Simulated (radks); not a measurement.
Results of a calculation; reference values are marked as such.
Problem. Ge4+, 28 electrons, occupied as [Ar] 3d10. Level of theory: non-relativistic Kohn-Sham, LDA (Slater exchange, Perdew-Wang correlation), spin-polarised, spherical densities, point nucleus (a radial shooting solver on a logarithmic mesh with Libxc functionals). Some entries of the table are withheld. Estimate them.

orbital,occ.,eigenvalue (Ry),<r^2> (bohr^2),r(max) (bohr)
1s,2,(1),0.003076,(2)
2s,2,-101.7108,0.05404,0.1798
2p,6,-91.04836,0.04206,(3)
3s,2,-15.51918,0.4660,0.5522
3p,6,-11.98278,(4),0.5470
3d,10,(5),0.6416,(6)

Solution. 
(1) 1s eigenvalue (Ry): -796.2611
(2) 1s r(max) (bohr): 0.03163
(3) 2p r(max) (bohr): 0.1427
(4) 3p <r^2> (bohr^2): 0.4982
(5) 3d eigenvalue (Ry): -5.79901
(6) 3d r(max) (bohr): 0.4998
